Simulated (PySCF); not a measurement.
C9H6N4, SMILES C1=CC2=NC=CC3=NC=CC(=N1)N23.

Geometry: r2SCAN-D4/def2-SVP.

These are TDA-PBE/def2-SVP in PySCF values and carry that method's errors.

Vertical excitations; the highest root listed may be one member of a degenerate set.  State labels are in the subgroup Cs.

List the lowest excited states. (An estimate is asked for; the answer gives what the named calculation found.)


```tsv
state	symmetry	energy (eV)	λ (nm)	f	main pairs
S1	A'	2.00	619	0.000	HOMO→LUMO 99 %
S2	A"	3.35	370	0.000	HOMO−1→LUMO (degenerate set)
S3	A"	3.35	370	0.000	HOMO−2→LUMO (degenerate set)
S4	A"	3.38	366	0.000	HOMO−3→LUMO 100 %
S5	A'	3.80	326	0.104	HOMO→LUMO+1, HOMO−5→LUMO (degenerate set)
S6	A'	3.80	326	0.104	HOMO→LUMO+2, HOMO−4→LUMO (degenerate set)
T1	A'	1.75	710	0	HOMO→LUMO 100 %
T2	A'	2.66	466	0	HOMO→LUMO+1 98 %
```
Triplets are in the Tamm–Dancoff approximation.
